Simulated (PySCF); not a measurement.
C5H5FN2.
SMILES with atom numbers: `[CH3:1][c:2]1[n:3][cH:4][n:5][cH:6][c:7]1[F:8]` (hydrogens: H9, H10, H11 on C1; H12 on C4; H13 on C6)

Structure optimised with GFN2-xTB, isolated species.

List the bond lengths and angles at this level.

| bond | length (bohr) | order |
| --- | --- | --- |
| C1–C2 | 2.814 | single |
| C2–N3 | 2.506 | aromatic |
| N3–C4 | 2.495 | aromatic |
| C4–N5 | 2.493 | aromatic |
| N5–C6 | 2.503 | aromatic |
| C6–C7 | 2.614 | aromatic |
| C7–F8 | 2.544 | single |
| C2–C7 | 2.642 | aromatic |
| C1–H9, C1–H10, C1–H11 | 2.056 | single |
| C4–H12 | 2.044 | single |
| C6–H13 | 2.043 | single |

Bonds in one row agree within 0.02 bohr and their mean is given. Orders are formal, as drawn. A selection of angles:
| angle | degrees |
| --- | --- |
| C1–C2–N3 | 118.9 |
| C1–C2–C7 | 122.2 |
| N3–C2–C7 | 118.9 |
| C2–N3–C4 | 118.2 |
| N3–C4–N5 | 126.6 |
| C4–N5–C6 | 116.8 |
| N5–C6–C7 | 120.7 |
| C6–C7–F8 | 120.8 |
| C2–C7–C6 | 118.9 |
| C2–C7–F8 | 120.4 |

The 8 heavy atoms lie in one plane (0.001 Å rms). The 3 C–C bonds span 1.383 Å (C6–C7, aromatic) to 1.489 Å (C1–C2, drawn single), a spread of 0.106 Å. The 6-membered ring C2–N3–C4–N5–C6–C7 has internal angles of 116.8° to 126.6° (sum 720°, against 720° for a flat polygon); it is planar, 0.00 Å rms from its mean plane, widest ring torsion 0°.

Point group: Cs (tolerance 0.08 Å). No frequency check.

All values are computed, not measured.
